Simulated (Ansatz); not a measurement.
`C[SiH2][Se]C` → `[SiH3]CC[SeH]`  (isomerisation)

Computed with Ansatz on PBE0-D4/def2-TZVP structures; ΔE is electronic, products minus reactants. CCSD(T)/CBS adds triple-zeta CCSD(T) − MP2 to the extrapolated MP2 energy (def2 sets, frozen cores). DFT in def2-TZVPP. For Se outer-core shells are correlated without core-valence functions, which leaves a few kJ/mol of doubt a bond. Scalar relativity is left out up to krypton. One conformer a species, not always the lowest.

`C[SiH2][Se]C`:

Cartesian coordinates in Å:
```
C -1.024 0.888 -1.175
Si 0.773 0.752 -0.685
Se 1.360 -1.347 -0.041
C 0.235 -1.428 1.560
H -1.679 0.629 -0.340
H -1.258 1.912 -1.481
H -1.248 0.216 -2.006
H 1.055 1.700 0.430
H 1.666 1.062 -1.832
H -0.819 -1.415 1.289
H 0.470 -0.600 2.226
H 0.469 -2.369 2.055
```

`[SiH3]CC[SeH]`:

```xyz
12

Si   -1.313    1.146    0.468
C    -0.107   -0.300    0.478
C     0.958   -0.178   -0.593
Se    2.291   -1.618   -0.588
H    -2.011    1.226   -0.844
H    -2.330    0.982    1.542
H    -0.582    2.423    0.687
H     0.356   -0.368    1.467
H    -0.678   -1.225    0.344
H     0.529   -0.132   -1.594
H     1.560    0.724   -0.458
H     1.328   -2.680   -0.909
```

```tsv
level	ΔE (eV)
PBE-D4	1.17
MP2/def2-TZVPP	1.17
CCSD/def2-TZVPP	1.11
CCSD(T)/def2-TZVPP	1.11
```

Question: What does CCSD(T)/CBS give? (Estimate.)

Answer: The calculation gave: +1.16 eV. The listed levels differ from it by 0.01, 0.01, -0.05, -0.05 eV.

Largest T1 diagnostic among the species: 0.010.
